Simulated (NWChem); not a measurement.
Basis-set convergence for CH6AlN

SMILES: [AlH2][NH]C
```xyz
9

Al    -1.2381    -0.1588     0.0000
H     -2.1305    -1.4841     0.0000
H     -1.7879     1.3420     0.0000
N      0.5396    -0.3890     0.0000
C      1.6043     0.6003     0.0000
H      0.9079    -1.3463     0.0000
H      2.2637     0.5256    -0.8958
H      2.2637     0.5256     0.8958
H      1.1749     1.6234     0.0000
```
Charge 0, spin multiplicity 1.

Program: NWChem. Structure: optimised with PBE/def2-SVP, a minimum by its harmonic frequencies. It is one conformer; others weren't searched.

Quantity: vertical ionisation energy at the level ΔHF (Δ: difference of total energies, the cation a doublet at the parent's geometry with its hole in an orbital of symmetry a" (Cs labels); it is the state that the SCF runs reached, from PBE0 orbitals for Hartree-Fock references, and need not be the lowest).

The Pople sets run with spherical d functions. The structure started from a generated list of species. No SCF solution was tested for a lower state. Open-shell Hartree-Fock references start from PBE0 orbitals; any time given for them includes that run.

The cost column gives rough processor time relative to STO-3G; each entry includes its own SCF.

```csv
basis,functions,vertical ionisation energy (eV),relative cost
STO-3G,25,4.55,1
6-31G*,58,7.61,under 3
6-31+G*,70,7.70,under 3
pcseg-1,76,7.76,under 3
cc-pVDZ,76,7.62,3
6-311G**,98,7.62,3
def2-SVPD,112,7.74,4
6-311++G**,116,7.68,5
aug-cc-pVDZ,127,7.65,8
cc-pVTZ,178,7.65,30
```

Smallest basis within 0.2 eV of cc-pVTZ, the largest set run: 6-31G*, with 58 functions against 178 and about 6 % of the time (also within reach: 6-31+G*, pcseg-1, cc-pVDZ, 6-311G**, def2-SVPD, 6-311++G**, aug-cc-pVDZ). cc-pVTZ isn't the basis-set limit itself, and a small set can land close by cancellation.
